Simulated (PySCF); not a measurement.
C2H8N2Si, SMILES C=C[SiH](N)N.

The structure is a stationary point at r2SCAN-D4/def2-SVP. Other conformers were not sampled.

Computed with PBE/def2-TZVP (PySCF).

Isolated molecule, no solvent.

Problem. Estimate the frontier levels, gap, dipole moment and polarisability. (An estimate is asked for; the answer gives what the named calculation found.)

Solution. 
The highest occupied level comes out as -5.62 eV and the lowest empty level is -1.30 eV. The orbital gap comes out as 4.32 eV and the dipole moment is 0.315 e·Å. The quadrupole, principal values (traceless, Buckingham form, about the centre of nuclear charge) is -3.80, -0.33, 4.13 D·Å and the mean static polarisability comes out as 67.0 bohr³ (9.93 Å³). The polarisability, principal values is 53.9, 65.7, 81.3 bohr³.
